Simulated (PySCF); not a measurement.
Compound: monobromosilylene, BrHSi (singlet state).
Atom-mapped SMILES: `[SiH:1][Br:2]` (hydrogens: H3 on Si1)

Geometry (PBE0-D3(BJ)/def2-SVP, Å), atoms numbered from 1 in this order:
```xyz
3
BrHSi angstrom
Si    -0.3910    0.7708    0.0321
Br     1.6243   -0.2187   -0.1227
H     -1.1694   -0.5531    0.0264
```

Level of theory: PBE0-D3(BJ)/def2-SVP geometry optimisation, gas phase in PySCF.

Take the most abundant isotopes and a rigid rotor. 

Task: What are A, B and C (MHz)?

Result: Ia = 2.27, Ib = 107.82, Ic = 110.09 u·Å²; 505379 MHz·u·Å²/I gives A = 222461, B = 4687, C = 4590 MHz.

Task: Classify the top.

Result: A near-prolate asymmetric top. Ray's parameter κ = (2B − A − C)/(A − C) = -0.999; −1 is the prolate and +1 the oblate limit.

Task: List the rotational levels J(Ka,Kc) to J = 4 (MHz).

Result: Above 0(0,0):
J = 1: 1(0,1) 9278, 1(1,1) 227051, 1(1,0) 227148
J = 2: 2(0,2) 27833, 2(1,2) 245510, 2(1,1) 245800, 2(2,1) 899121, 2(2,0) 899121
J = 3: 3(0,3) 55666, 3(1,3) 273198, 3(1,2) 273778, 3(2,2) 926954, 3(2,1) 926954, 3(3,1) 2016064, 3(3,0) 2016064
J = 4: 4(0,4) 92776, 4(1,4) 310115, 4(1,3) 311082, 4(2,3) 964065, 4(2,2) 964065, 4(3,2) 2053175, 4(3,1) 2053175, 4(4,1) 3577929, 4(4,0) 3577929
Those of J = 1 are B + C, A + C and A + B.

Task: Which lines would a microwave search look for?

Result: The dipole components are |μa| = 0.96 D, |μb| = 0.32 D, |μc| = 0.00 D; the mirror of this Cs structure is the ab plane, so μc vanishes by symmetry and there are no c-type lines. Intensities carry the squares of the components, which stand as 1.00 : 0.11 (a : b). Some lines, for components of 0.1 D or more:

```csv
type,branch,"J(Ka,Kc)",MHz,lower level (cm⁻¹)
a,R,"1(0,1) ← 0(0,0)",9278,0.000
a,R,"2(1,2) ← 1(1,1)",18459,7.574
a,R,"2(0,2) ← 1(0,1)",18555,0.309
a,R,"2(1,1) ← 1(1,0)",18652,7.577
b,Q,"1(1,0) ← 1(0,1)",217870,0.309
b,Q,"2(1,1) ← 2(0,2)",217967,0.928
b,R,"1(1,1) ← 0(0,0)",227051,0.000
b,R,"2(1,2) ← 1(0,1)",236232,0.309
b,Q,"2(2,0) ← 2(1,1)",653321,8.199
b,Q,"2(2,1) ← 2(1,2)",653611,8.189
b,R,"2(2,1) ← 1(1,0)",671973,7.577
b,R,"2(2,0) ← 1(1,1)",672070,7.574
```

Task: Estimate the classical rotational partition function at 100 K, 298.15 K and 500 K.

Result: Point group Cs, symmetry number σ = 1; q = (√π/σ)·√((kT/h)³/(ABC)), k/h = 20836.6 MHz/K: 2440 at 100 K, 12500 at 298.15 K, 27200 at 500 K.

Whether it is a minimum is left open (no frequencies). These are rigid-rotor constants of the computed structure; measured ground-state constants (B0) also hold zero-point vibration. Quadrupole hyperfine structure (79Br) is left out.
